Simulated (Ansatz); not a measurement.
Se(Cl)4 anion (Cl₄Se), SMILES Cl[Se](Cl)(Cl)Cl (connectivity only; charge and spin as stated), charge -1, multiplicity 2.

The structure is a stationary point at B3LYP-D3(BJ)/def2-SVPD. The multiplicity is an assumed one; no other spin state was optimised. The isomer is the one that the SMILES or the coordinates give; other isomers of the formula were not compared.

Two levels are set side by side: PBE/def2-SVPD (Ansatz, a first-principles code) and PBE0/def2-SVPD (Ansatz). Energy differences of separate SCF runs at the same geometry; the states with an electron removed or added have multiplicity 1. Differences are taken from unrounded values.

```tsv
quantity	PBE0
vertical ionisation energy (eV)	5.42
```

Task: What does PBE give, and how far is it from PBE0? (An estimate is asked for; the answer gives what the named calculation found.)

Result: 
| quantity | PBE | PBE minus PBE0 |
|---|---|---|
| vertical ionisation energy (eV) | 4.81 | -0.62 |
